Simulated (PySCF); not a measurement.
## ClMo2⁺: script and output

File input.py (PySCF 2.14):

```python
from pyscf import gto, scf, mp

mol = gto.M(
    atom='Cl 0 0 -1.7088; Mo 1.2574 0 0.3046; Mo -1.2574 0 0.3046',
    basis='def2-svp',
    ecp={'Mo': 'def2-svp'},
    charge=1,
    spin=0,
    verbose=4,
)
mf = scf.RHF(mol)
mf.kernel()
mp.MP2(mf, frozen=5).kernel()
mf.dip_moment()
print('orbital energies (hartree):', mf.mo_energy[..., max(0, mol.nelec[1]-3):mol.nelec[0]+3].round(4))
```

```bash
$ OMP_NUM_THREADS=1 python input.py
```

The log (some set-up lines and the per-cycle HOMO/LUMO lines with their warnings removed):

```
PySCF version 2.14.0

[INPUT] Symbol           X                Y                Z      unit          X                Y                Z       unit  Magmom
[INPUT]  1 Cl     0.000000000000   0.000000000000  -1.708800000000 AA    0.000000000000   0.000000000000  -3.229164001657 Bohr   0.0
[INPUT]  2 Mo     1.257400000000   0.000000000000   0.304600000000 AA    2.376141629028   0.000000000000   0.575610577543 Bohr   0.0
[INPUT]  3 Mo    -1.257400000000   0.000000000000   0.304600000000 AA   -2.376141629028   0.000000000000   0.575610577543 Bohr   0.0

nuclear repulsion = 147.356068235832
number of shells = 30
number of NR pGTOs = 150
number of NR cGTOs = 80
basis = def2-svp
ecp = {'Mo': 'def2-svp'}

******** <class 'pyscf.scf.hf.RHF'> ********
method = RHF
initial guess = minao
damping factor = 0
level_shift factor = 0
DIIS = <class 'pyscf.scf.diis.CDIIS'>
SCF conv_tol = 1e-09
SCF max_cycles = 50
Initial guess from minao.
init E= -578.208874878881
cycle= 1 E= -593.784027753919  delta_E= -15.6  |g|= 0.791  |ddm|= 3.93
cycle= 2 E= -593.861013686026  delta_E= -0.077  |g|= 0.254  |ddm|= 0.752
cycle= 3 E= -593.883295297488  delta_E= -0.0223  |g|= 0.107  |ddm|= 0.444
cycle= 4 E= -593.892977403154  delta_E= -0.00968  |g|= 0.0517  |ddm|= 0.198
cycle= 5 E= -593.903726219517  delta_E= -0.0107  |g|= 0.0395  |ddm|= 0.306
cycle= 6 E= -593.911029833237  delta_E= -0.0073  |g|= 0.0313  |ddm|= 0.257
cycle= 7 E= -593.917679203483  delta_E= -0.00665  |g|= 0.0218  |ddm|= 0.315
cycle= 8 E= -593.920637681755  delta_E= -0.00296  |g|= 0.0148  |ddm|= 0.21
cycle= 9 E= -593.922121818179  delta_E= -0.00148  |g|= 0.00962  |ddm|= 0.161
cycle= 10 E= -593.922857215236  delta_E= -0.000735  |g|= 0.00616  |ddm|= 0.128
cycle= 11 E= -593.923087236932  delta_E= -0.00023  |g|= 0.00383  |ddm|= 0.0745
cycle= 12 E= -593.923161856347  delta_E= -7.46e-05  |g|= 0.00294  |ddm|= 0.0402
cycle= 13 E= -593.923201529027  delta_E= -3.97e-05  |g|= 0.00153  |ddm|= 0.0334
cycle= 14 E= -593.923210802046  delta_E= -9.27e-06  |g|= 0.000778  |ddm|= 0.0144
cycle= 15 E= -593.923213247495  delta_E= -2.45e-06  |g|= 0.000381  |ddm|= 0.00895
cycle= 16 E= -593.923213660209  delta_E= -4.13e-07  |g|= 0.000302  |ddm|= 0.00284
cycle= 17 E= -593.923213743201  delta_E= -8.3e-08  |g|= 0.000342  |ddm|= 0.00117
cycle= 18 E= -593.923213817275  delta_E= -7.41e-08  |g|= 7.52e-05  |ddm|= 0.00119
cycle= 19 E= -593.923213825114  delta_E= -7.84e-09  |g|= 3.75e-05  |ddm|= 0.000323
cycle= 20 E= -593.923213828847  delta_E= -3.73e-09  |g|= 1.48e-05  |ddm|= 0.000393
cycle= 21 E= -593.923213829388  delta_E= -5.41e-10  |g|= 8.47e-06  |ddm|= 0.00012
Extra cycle  E= -593.923213829519  delta_E= -1.31e-10  |g|= 6.42e-06  |ddm|= 2.44e-05
converged SCF energy = -593.923213829519

******** <class 'pyscf.mp.mp2.RMP2'> ********
nocc = 17, nmo = 75
frozen orbitals 5
E(RMP2) = -594.859889663556  E_corr = -0.936675834036218
E(SCS-RMP2) = -594.778964336991  E_corr = -0.855750507471493
E_corr(same-spin) = -0.309531338506118
E_corr(oppo-spin) = -0.627144495530101

WARN: System has nonzero charge 1; the dipole moment is origin-dependent.
Location of origin: [0. 0. 0.]

Dipole moment(X, Y, Z, Debye):  0.00001, -0.00000,  2.75294
orbital energies (hartree): [-0.5187 -0.47   -0.4311 -0.1627 -0.1604 -0.1496]
```

In short: E(SCF) = -593.923214 Eh, E(MP2) − E(SCF) = -0.93668 Eh.

Run time: 3.6 s on 1 thread of Arm Neoverse N1 (shared host).

At this level a UHF run with spin=4 ends 2.51 eV lower; the true order of the states can differ. The dipole of an ion depends on the origin.
